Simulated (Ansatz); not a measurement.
**Redistribution: CHBr3 + C3H7I → CHBr2I + C3H7Br**

Species: CHBr3 (bromoform) `BrC(Br)Br`, singlet; C3H7I `CCCI`, singlet; CHBr2I (dibromoiodomethane) `BrC(Br)I`, singlet; C3H7Br `CCCBr`, singlet. The partners trade Br for I; both sit on C, so the bond types are kept.

Shapes, held fixed at every level: PBE0-D4/def2-TZVP. Flexible molecules stand in one conformer, not always the lowest. Programs: Ansatz 0.2.0. Electronic energies: no zero-point or thermal term.

```
               level                    kind  ΔE (kJ/mol)  less CCSD(T)/def2-TZVPP
r2SCAN-D4/def2-TZVPP                meta-GGA         -0.1                     +0.5
 B3LYP-D4/def2-TZVPP           global hybrid         -1.4                     -0.8
  PBE0-D4/def2-TZVPP           global hybrid         -0.4                     +0.2
  wB97M-V/def2-TZVPP  range-separated hybrid         -0.9                     -0.3
   B2PLYP/def2-TZVPP           double hybrid         -1.5                     -0.9
     CCSD/def2-TZVPP   coupled cluster or CI         -0.9                     -0.3
  CCSD(T)/def2-TZVPP   coupled cluster or CI         -0.6                      0.0
```

The highest level, CCSD(T)/def2-TZVPP, gives ΔE = -0.6 kJ/mol; the levels span -1.5 to -0.1. That is about zero within the method's error. The column of differences is taken from that level and isn't an error. No measured value is set beside it here. For atoms past krypton def2 sets carry core potentials with scalar relativity. Relativity is left out for Br. Outer-core shells of Br, I are correlated in most correlated rows, in sets that cover them unevenly.
